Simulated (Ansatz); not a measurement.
Geometry optimisation, RKS PBE/def2-SVP in Ansatz.

Input file:

```yaml
crystal:
  periodic: [false, false, false]
  atoms:
    - { symbol: Ti, position_ang: [0.618276, 0.323111, -0.439965] }
    - { symbol: "N", position_ang: [-0.442827, -0.092148, 2.627521] }
    - { symbol: H, position_ang: [-1.413808, 0.246216, 2.576908] }
    - { symbol: H, position_ang: [-0.315006, -0.499617, 3.563544] }
    - { symbol: O, position_ang: [1.404604, -0.022181, -2.014379] }
    - { symbol: H, position_ang: [1.824348, -0.869492, -2.252167] }
    - { symbol: O, position_ang: [-0.999363, 1.108599, -0.656113] }
    - { symbol: Si, position_ang: [-2.56083, 1.46685, -1.137901] }
    - { symbol: H, position_ang: [-3.541523, 0.903067, -0.13934] }
    - { symbol: H, position_ang: [-2.750223, 2.957988, -1.201757] }
    - { symbol: H, position_ang: [-2.852578, 0.872972, -2.489877] }
    - { symbol: O, position_ang: [0.409354, -1.161166, 0.450198] }
    - { symbol: H, position_ang: [0.0017, -0.920478, 1.401625] }
    - { symbol: Cl, position_ang: [1.898947, 1.727505, 0.937011] }
    - { symbol: H, position_ang: [0.180629, 0.746074, 2.574392] }
basis:
  gaussian: { orbitals: def2-SVP }
hamiltonian:
  xc: pbe
relax:
  f_tol: 0.03
  max_steps: 50
```

Launched with:

```bash
$ ansatz run input.yaml --threads 4 --pin off --max-ram 5120MiB --backend cpu --events-out ev --progress --plain --runs-dir out
```

Question: Where does it end, and by what steps?

Answer: The run converged. After 15 steps the energy has fallen by 0.133 eV; H3 moved furthest, 1.31 Å.

| step | energy less start (eV) | largest force component (eV/Å) | accepted |
| --- | --- | --- | --- |
| 0 | 0.0000 | 0.455 | yes |
| 1 | -0.0513 | 0.227 | yes |
| 2 | -0.0639 | 0.226 | yes |
| 3 | -0.0766 | 0.237 | yes |
| 4 | -0.0890 | 0.239 | yes |
| 5 | -0.0987 | 0.351 | yes |
| 6 | -0.1058 | 0.360 | yes |
| 7 | -0.1136 | 0.355 | yes |
| 8 | -0.1177 | 0.425 | yes |
| 9 | -0.1232 | 0.168 | yes |
| 10 | -0.1291 | 0.037 | yes |
| 11 | -0.1309 | 0.060 | yes |
| 12 | -0.1321 | 0.055 | yes |
| 13 | -0.1325 | 0.043 | yes |
| 14 | -0.1328 | 0.031 | yes |
| 15 | -0.1329 | 0.023 | yes |

```xyz
15
Properties=species:S:1:pos:R:3
Ti 0.290 0.517 -0.493
N 0.027 -0.413 3.088
H -0.807 -0.201 3.651
H 0.616 -1.053 3.635
O 1.433 -0.143 -1.721
H 1.790 -1.049 -1.700
O -1.095 1.348 -1.315
Si -2.681 1.653 -1.748
H -3.633 1.106 -0.716
H -2.895 3.139 -1.863
H -2.990 1.015 -3.076
O -0.264 -0.765 0.542
H -0.226 -0.764 1.600
Cl 1.344 1.929 0.953
H 0.551 0.468 2.961
```

Whether the end is a true minimum wasn't checked by a vibrational analysis.

The run took 49 s on 4 threads of Arm Neoverse V2 (shared host), peak memory 0.27 GiB.
